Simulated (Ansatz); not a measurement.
Si₄S₄. Charge 0, multiplicity 1. Geometry PBE-D4/def2-SVP.

```csv
atom,x (Å),y (Å),z (Å)
Si1,-0.238,-1.224,1.581
Si2,-1.490,1.356,-0.030
Si3,1.770,0.951,0.147
Si4,-0.042,-1.081,-1.698
S5,0.247,1.268,-1.638
S6,1.543,-1.404,0.031
S7,0.044,1.120,1.759
S8,-1.834,-0.985,-0.153
```

The structure comes from a short search, and lower isomers may exist.

(1) Estimate the orbital energies around the gap (eV) in Ansatz with PBE-D4/def2-SVP, PBE-D4/def2-TZVP, r2SCAN-D4/def2-TZVP, PBE0-D4/def2-SVP, CAM-B3LYP-D4/def2-TZVP.

Results:

(1) 
| orbital | PBE-D4/def2-SVP | PBE-D4/def2-TZVP | r2SCAN-D4/def2-TZVP | PBE0-D4/def2-SVP | CAM-B3LYP-D4/def2-TZVP |
| --- | --- | --- | --- | --- | --- |
| HOMO−5 | -7.69 | -7.51 | -7.87 | -8.93 | -9.89 |
| HOMO−4 | -7.69 | -7.51 | -7.87 | -8.93 | -9.88 |
| HOMO−3 | -7.69 | -7.51 | -7.87 | -8.87 | -9.88 |
| HOMO−2 | -5.63 | -5.52 | -5.71 | -6.60 | -7.51 |
| HOMO−1 | -5.63 | -5.52 | -5.71 | -6.60 | -7.51 |
| HOMO | -5.63 | -5.51 | -5.71 | -6.60 | -7.51 |
| LUMO | -3.12 | -3.07 | -2.99 | -2.44 | -1.34 |
| LUMO+1 | -3.12 | -3.07 | -2.99 | -2.44 | -1.33 |
| LUMO+2 | -3.12 | -3.07 | -2.99 | -2.44 | -1.33 |
| LUMO+3 | -1.42 | -1.43 | -1.28 | -0.63 | 0.41 |
| LUMO+4 | -1.42 | -1.43 | -1.27 | -0.62 | 0.41 |
| LUMO+5 | -1.42 | -1.43 | -1.27 | -0.62 | 0.41 |
